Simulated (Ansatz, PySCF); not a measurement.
CH3BrFIn, SMILES [CH3][In]([F])[Br]. Atoms are numbered in the order given.

```xyz
7

In     0.1074    -0.6517     0.3748
F     -1.3505    -1.8581    -0.1365
Br    -0.3374     1.6328    -0.4725
C      1.7821    -1.3432     1.5037
H      2.4771    -0.5128     1.6786
H      2.2780    -2.1434     0.9375
H      1.4173    -1.7435     2.4594
```

The structure is a stationary point at PBE0-D3(BJ)/def2-SVP. The def2 effective core potentials stand for the cores of In; spin–orbit coupling is left out.

Two levels are set side by side: PBE-D3(BJ)/def2-SVP (Ansatz, an electronic-structure program) and PBE0-D3(BJ)/def2-SVP (Ansatz). Each level has its own optimised geometry; the coordinates shown are those of the second. Frequencies come from the Hessian of PySCF at each geometry. Differences are taken from unrounded values.

| quantity | PBE0-D3(BJ) | PBE-D3(BJ) | PBE-D3(BJ) minus PBE0-D3(BJ) |
|---|---|---|---|
| mean bond length (Å) | 1.644 | 1.659 | 0.015 |
| bond In1–F2 (Å) | 1.960 | 1.982 | 0.022 |
| bond In1–Br3 (Å) | 2.477 | 2.502 | 0.025 |
| bond In1–C4 (Å) | 2.135 | 2.157 | 0.022 |
| bond C4–H5 (Å) | 1.097 | 1.104 | 0.007 |
| bond C4–H6 (Å) | 1.098 | 1.106 | 0.007 |
| bond C4–H7 (Å) | 1.098 | 1.106 | 0.007 |
| highest harmonic wavenumber (cm⁻¹) | 3218 | 3137 | -82 |
| mean harmonic wavenumber (cm⁻¹) | 1117 | 1081 | -36 |
| zero-point energy (kcal/mol) | 23.95 | 23.18 | -0.77 |

GGA bonds tend to be longer and softer than those of functionals with exact exchange. Differences between two approximate levels are no errors against the true value.
